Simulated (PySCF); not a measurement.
A table of computed properties in which two entries of one column were swapped by mistake.

```csv
no.,species (SMILES),level of the electronic properties,HOMO–LUMO gap,HOMO energy,smallest rotational constant
1,C=C(F)C(=O)[O-],PBE0/pcSseg-1,5.92 eV,-1.50 eV,0.611 GHz
2,COc1ccc(S)cc1,PBE0/pcSseg-1,5.53 eV,-5.91 eV,2.200 GHz
3,CCCCCO,PBE0/pcSseg-1,9.00 eV,-7.59 eV,1.109 GHz
4,CCS[C@H](C)C(F)F,PBE0/pcSseg-1,7.62 eV,-6.72 eV,0.958 GHz
5,CCCOCC,CAM-B3LYP/def2-SVPD,10.25 eV,-8.81 eV,1.222 GHz
```

Geometries and rotational constants: GFN2-xTB. All species are isolated and taken at one optimised geometry, non-relativistic unless stated; the electronic structure was computed with PySCF and density fitting.

The conformers computed, where there is a choice (atom-mapped SMILES and torsion angles):
- `[CH2:1]=[C:2]([F:3])[C:4](=[O:5])[O-:6]`: C1–C2–C4–O5 180°
- `[CH3:1][O:2][c:3]1[cH:4][cH:5][c:6]([SH:7])[cH:8][cH:9]1`: C1–O2–C3–C4 -179°, H–S7–C6–C5 180°
- `[CH3:1][CH2:2][CH2:3][CH2:4][CH2:5][OH:6]`: C1–C2–C3–C4 180°, C2–C3–C4–C5 180°, C3–C4–C5–O6 -179°, H–O6–C5–C4 -56°
- `[CH3:1][CH2:2][S:3][C@H:4]([CH3:5])[CH:6]([F:7])[F:8]`: C1–C2–S3–C4 -99°, C2–S3–C4–C5 55°, S3–C4–C6–F7 -160°
- `[CH3:1][CH2:2][CH2:3][O:4][CH2:5][CH3:6]`: C1–C2–C3–O4 180°, C2–C3–O4–C5 180°, C3–O4–C5–C6 180°

Q: Which two entries changed places?

A: The smallest rotational constant of rows 2 and 1. The true values are 0.611 GHz for `COc1ccc(S)cc1` (17 atoms, 74 electrons) and 2.200 GHz for `C=C(F)C(=O)[O-]` (8 atoms, 46 electrons), the smallest and the largest in that column.

Q: Restore the column in rising order.

A: row 2: 0.611 GHz, row 4: 0.958 GHz, row 3: 1.109 GHz, row 5: 1.222 GHz, row 1: 2.200 GHz.

Q: Give the restored column in cm⁻¹.

A: row 1: 0.0734 cm⁻¹, row 2: 0.0204 cm⁻¹, row 3: 0.0370 cm⁻¹, row 4: 0.0320 cm⁻¹, row 5: 0.0408 cm⁻¹.
